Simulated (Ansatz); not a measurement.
Reaction (hydrogenolysis of a C–Si bond): `O=C([SiH3])CBr` + H₂ → `O=CCBr` + SiH₄

Isolated molecules relaxed with PBE0-D4/def2-TZVP in Ansatz; ΔE leaves out vibrations. CCSD(T)/CBS is the MP2 limit (def2-TZVPP, def2-QZVPP) plus CCSD(T) − MP2 in def2-TZVPP, frozen cores. This one scheme is used for every species. Functionals use def2-TZVPP. B3LYP here is the variant with VWN-RPA as its local correlation; programs differ in this. For Br outer-core shells are correlated without core-valence functions, which leaves a few kJ/mol of doubt a bond. Scalar relativity is left out up to krypton. One conformer a species, not always the lowest.

| species | B3LYP-D4 energy (Eh) |
| --- | --- |
| `O=C([SiH3])CBr` | -3018.20799 |
| H₂ | -1.18011 |
| `O=CCBr` | -2727.48280 |
| SiH₄ | -291.91967 |

Q: Work out ΔE.

A: ΔE = (-2727.48280) + (-291.91967) − (-3018.20799) − (-1.18011) = -0.01437 Eh = -37.7 kJ/mol. CCSD(T)/CBS gives -35.3 kJ/mol.

Largest T1 diagnostic among the species: 0.012.

From BLYP to BHLYP (50 % exact exchange), in def2-TZVPP and without D4, ΔE moves by −10.1 kJ/mol. The D4 term adds +13.3 kJ/mol with B3LYP and +7.3 kJ/mol with PBE0; it sums over pairs of atoms, weighted by their polarisabilities, and B3LYP, whose exchange is more repulsive, gets the larger term. Leaving LDA and LC-ωPBE aside and taking each functional with its dispersion term where it has one, the values, not all of them listed here, spread over 19.0 kJ/mol, from B2PLYP to revPBE-D4. LDA lies +7.6 kJ/mol from PBE without D4.
